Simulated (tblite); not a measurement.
Species: C7H3F3O4S.
Geometry (GFN2-xTB, Å), atoms numbered from 1 in this order:
```
atom  x, y, z in Å
O1     3.108    1.870    0.505
C2     2.317    1.003    0.221
C3     2.690   -0.423    0.121
C4     1.806   -1.389   -0.143
C5     0.374   -1.104   -0.349
O6    -0.470   -1.956   -0.508
C7     0.021    0.327   -0.321
S8    -1.700    0.703   -0.744
O9    -1.943    2.072   -0.429
O10   -1.987    0.225   -2.053
C11   -2.706   -0.309    0.525
F12   -3.709    0.433    0.970
F13   -3.188   -1.433    0.037
F14   -1.903   -0.584    1.558
C15    0.883    1.303   -0.057
H16    3.737   -0.640    0.284
H17    2.091   -2.430   -0.199
H18    0.568    2.338   -0.036
```

Method: GFN2-xTB as coded in tblite; computed harmonic values from a numerical Hessian at the method's own geometry, unscaled. The method is semi-empirical: single wavenumbers can be off by several per cent or more. One conformer, not necessarily the lowest.

Harmonic wavenumbers (cm⁻¹): 31.7, 46.4, 53.1, 88.1, 100.3, 137.8, 146.9, 180.5, 219.0, 246.8, 257.8, 288.2, 310.7, 375.3, 412.9, 431.9, 462.1, 474.6, 480.4, 496.5, 557.0, 561.4, 642.7, 668.9, 742.2, 788.1, 797.5, 837.5, 897.2, 940.5, 948.7, 1048.9, 1080.6, 1103.3, 1133.7, 1152.1, 1165.3, 1206.6, 1249.8, 1295.9, 1302.6, 1634.8, 1658.3, 1706.2, 1713.9, 3072.5, 3075.1, 3088.3.

A = 1025, B = 401.4, C = 355.8 MHz; mass 239.970 u (most abundant isotopes); point group C1, symmetry number 1.

What is the zero-point energy?

Half the sum of the wavenumbers: 20655 cm⁻¹ = 247.09 kJ/mol.

What is S at 200 K and 1 bar for an ideal gas of classical rigid rotors and harmonic oscillators?

Translation 168.91, rotation 129.17, vibration 136.53: S = 434.6 J/(mol K).

And Cp and H(200 K) − H(0)?

Cp = 168.61 J/(mol K), of which vibrations give 135.36 (their classical limit is 48 R = 399.1); H(200 K) − H(0) = 20.93 kJ/mol without the zero-point energy, 14.28 from vibrations.

Blend soft modes into free rotors: weight 1/[1 + (100 cm⁻¹/ν̃)⁴] for the oscillator and the rest for a rotor with moment μB/(μ + B), μ = h/(8π²ν), B = 10⁻⁴⁴ kg m². What vibrational entropy results?

123.16 J/(mol K) in place of 136.53, which changes −T·S at 200 K by +2.68 kJ/mol.

Which modes carry the vibrational entropy at 200 K?

31.7 cm⁻¹: 20.62; 46.4 cm⁻¹: 17.48; 53.1 cm⁻¹: 16.37; 88.1 cm⁻¹: 12.24; 100.3 cm⁻¹: 11.21; 137.8 cm⁻¹: 8.72 J/(mol K); the other 42 give 49.90 together.

What must be added to the electronic energy to get the Gibbs energy at 200 K and 1 bar?

ZPE + [H(200 K) − H(0)] − T·S = 247.09 + 20.93 − 86.92 = 181.10 kJ/mol.

How do the functions run with temperature in this model?

```
T (K)  S (J/(mol K))  Cp (J/(mol K))  H − H(0) (kJ/mol)  G − H(0) (kJ/mol)  ln q(vib)
  100          340.8           107.3               7.04             -27.04       3.44
  300          513.0           219.7              40.42            -113.47      12.02
  500          643.9           293.1              92.31            -229.63      19.72
  800          795.9           351.1             190.04            -446.71      29.76
 1000          876.7           372.3             262.53            -614.19      35.58
```

q(vib) and H(0) count from the zero-point level.

Hindered rotation and anharmonicity are outside this model. Other conformers, if any are populated, would add a mixing term that is left out. The structure is chiral; the term R ln 2 for an equal mix with its mirror image is left out.
